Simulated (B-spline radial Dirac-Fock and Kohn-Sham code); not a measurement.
## Elastic and transport cross sections of helium for positrons

Level of theory: relativistic (Dirac) partial waves in the static field of the Dirac-Fock atom, without polarisation or absorption potentials; an atomic code on a B-spline grid. Below a few hundred eV the neglected polarisation potential matters, most of all at small angles. σ_tr1 and σ_tr2 weight the cross section with 1 − P₁ and 1 − P₂ of cos θ; "backward" is the share scattered beyond 90°.

| energy (eV) | σ (a₀²) | σ_tr1 (a₀²) | σ_tr2 (a₀²) | σ/σ_tr1 | backward (%) |
| --- | --- | --- | --- | --- | --- |
| 126 | 0.672 | 0.243 | 0.423 | 2.76 | 9.5 |
| 165 | 0.567 | 0.180 | 0.324 | 3.14 | 7.8 |
| 274 | 0.398 | 0.0965 | 0.185 | 4.12 | 5.1 |
| 325 | 0.350 | 0.0768 | 0.150 | 4.55 | 4.4 |
| 750 | 0.175 | 0.0226 | 0.0482 | 7.75 | 2.0 |
| 3820 | 0.0387 | 0.00148 | 0.00354 | 26.1 | 0.40 |
| 6990 | 0.0216 | 0.000508 | 0.00125 | 42.5 | 0.22 |
| 19000 | 0.00832 | 8.39e-05 | 0.000213 | 99.1 | 0.076 |
| 20800 | 0.00764 | 7.12e-05 | 0.000182 | 107 | 0.069 |
| 29700 | 0.00549 | 3.74e-05 | 9.65e-05 | 147 | 0.047 |
| 37000 | 0.00450 | 2.52e-05 | 6.54e-05 | 179 | 0.037 |
| 38300 | 0.00436 | 2.36e-05 | 6.15e-05 | 185 | 0.035 |
| 74300 | ? | ? | ? | ? | ? |
| 75700 | 0.00244 | 7.01e-06 | 1.86e-05 | 348 | 0.016 |
| 144000 | 0.00150 | 2.30e-06 | 6.21e-06 | 655 | 0.0068 |
| 151000 | 0.00146 | 2.12e-06 | 5.74e-06 | 688 | 0.0064 |

Q: Fill in the row for 74.3 keV.

A: σ = 0.00247 a₀², σ_tr1 = 7.25e-06 a₀², σ_tr2 = 1.92e-05 a₀², σ/σ_tr1 = 341, backward 0.016 %. The ratio σ/σ_tr1 is roughly the number of elastic collisions that randomise the direction.

Values without a named source are computed, but for edge energies of neutral atoms, which are taken from tables.
